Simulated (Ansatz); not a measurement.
Consider the ligand exchange at a B–Se bond: `B[SeH]` + `[NH2][AlH][OH]` → `B[O][AlH][NH2]` + H₂Se.

Calculated with Ansatz (gas phase, PBE0-D4/def2-TZVP geometries, no zero-point term in ΔE). CCSD(T)/CBS is the MP2 limit (def2-TZVPP, def2-QZVPP) plus CCSD(T) − MP2 in def2-TZVPP, frozen cores. This one scheme is used for every species. DFT in def2-TZVPP. HSE06 is defined as in plane-wave codes. For Se outer-core shells are correlated without core-valence functions, which leaves a few kJ/mol of doubt a bond. Scalar relativity is left out up to krypton. Each species was taken in one conformer, which may not be the lowest.

```json
{"level": "LDA (SPW92)", "ΔE (kJ/mol)": "-47.0", "difference from CCSD(T)/CBS": "0.0"}
{"level": "PBE-D4", "ΔE (kJ/mol)": "-42.4", "difference from CCSD(T)/CBS": "4.6"}
{"level": "B97M-V", "ΔE (kJ/mol)": "-55.1", "difference from CCSD(T)/CBS": "-8.1"}
{"level": "HSE06-D4", "ΔE (kJ/mol)": "-46.6", "difference from CCSD(T)/CBS": "0.4"}
{"level": "ωB97M-V", "ΔE (kJ/mol)": "-55.4", "difference from CCSD(T)/CBS": "-8.4"}
{"level": "B2PLYP", "ΔE (kJ/mol)": "-54.6", "difference from CCSD(T)/CBS": "-7.6"}
{"level": "PBE", "ΔE (kJ/mol)": "-42.4", "difference from CCSD(T)/CBS": "4.6"}
{"level": "r2SCAN", "ΔE (kJ/mol)": "-48.4", "difference from CCSD(T)/CBS": "-1.4"}
{"level": "PBE0", "ΔE (kJ/mol)": "-46.6", "difference from CCSD(T)/CBS": "0.4"}
{"level": "r2SCAN0", "ΔE (kJ/mol)": "-50.8", "difference from CCSD(T)/CBS": "-3.8"}
{"level": "BHLYP", "ΔE (kJ/mol)": "-63.6", "difference from CCSD(T)/CBS": "-16.6"}
{"level": "HF/def2-SVP", "ΔE (kJ/mol)": "-86.2", "difference from CCSD(T)/CBS": "-39.2"}
{"level": "MP2/def2-TZVPP", "ΔE (kJ/mol)": "-46.0", "difference from CCSD(T)/CBS": "1.0"}
{"level": "SCS-MP2/def2-TZVPP", "ΔE (kJ/mol)": "-52.2", "difference from CCSD(T)/CBS": "-5.2"}
{"level": "HF/CBS(def2)", "ΔE (kJ/mol)": "-74.3", "difference from CCSD(T)/CBS": "-27.3"}
{"level": "MP2/CBS(def2)", "ΔE (kJ/mol)": "-43.6", "difference from CCSD(T)/CBS": "3.4"}
{"level": "CCSD(T)/CBS", "ΔE (kJ/mol)": "-47.0", "difference from CCSD(T)/CBS": "0"}
```

Q: What do rigid-rotor, harmonic-oscillator terms from PBE0-D4/def2-TZVP frequencies (298.15 K, 1 bar) make of the CCSD(T)/CBS value? (Best estimate.)

A: The calculation gave: ΔZPE = -9.0 kJ/mol, ΔH = -52.7 kJ/mol, ΔS = 8 J/(mol·K), ΔG = -55.2 kJ/mol.

Largest T1 diagnostic among the species: 0.013.

From BLYP to BHLYP (50 % exact exchange), in def2-TZVPP and without D4, ΔE moves by −8.2 kJ/mol. In def2-TZVPP, CCSD(T) changes the Hartree–Fock value by +23.2 kJ/mol (the triples alone add +3.6 kJ/mol) and MP2 by +26.5 kJ/mol.
